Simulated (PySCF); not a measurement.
# How the method changes the shape and vibrations of BClHOSi

Calculated results; nothing here was measured. They come from PySCF 2.14.0, an open-source quantum chemistry program, on an isolated molecule that a program drew, which may never have been made. The molecule is BClHOSi (charge 0, doublet), drawn as the SMILES string `O=B[SiH]Cl`.

The geometry was optimised and harmonic frequencies were computed with HF and MP2, all in the cc-pV(D+d)Z basis, for the commonest isotopes, with a restricted reference for singlets and an unrestricted one otherwise, and a frozen core in MP2. Each result is a local minimum of its method.

Geometry at the HF minimum:
```xyz
5
BClHOSi, angstrom
O    -0.8778   -1.4457    3.2647
B    -1.2759   -0.5553    2.5910
Si   -2.0498    0.9261    1.4771
Cl   -1.1972    0.8927   -0.3994
H    -1.8170    2.2374    2.1053
```

Lengths of the bonds as drawn, in Å (atoms numbered as above):
```
bond,HF,MP2
O1-B2,1.185,1.221
B2-Si3,2.009,1.993
Si3-Cl4,2.061,2.059
Si3-H5,1.473,1.479
```

Rotational constants, in GHz:
| constant | HF | MP2 |
|---|---|---|
| A | 12.38 | 12.49 |
| B | 2.071 | 2.05 |
| C | 1.79 | 1.776 |

Harmonic frequencies in cm^-1, each column in rising order, so a row needn't be the same motion in every method:
```
rank,HF,MP2
1,122,113
2,314,285
3,401,369
4,516,503
5,592,591
6,652,604
7,813,780
8,2143,?
9,2351,2296
```

**Estimate the missing MP2 frequency from the HF column.**

A single factor s that minimises the squared misfit of MP2 against s times HF over the other rows is sum(HF x MP2) / sum(HF^2) = 0.9710, with an rms misfit of 17 cm^-1. For rank 8 it gives 0.9710 x 2143 = 2081 cm^-1. The calculation gives 1916 cm^-1, 165 cm^-1 below the estimate. The drawn bonds are on average 0.6 % longer in MP2 than in HF.
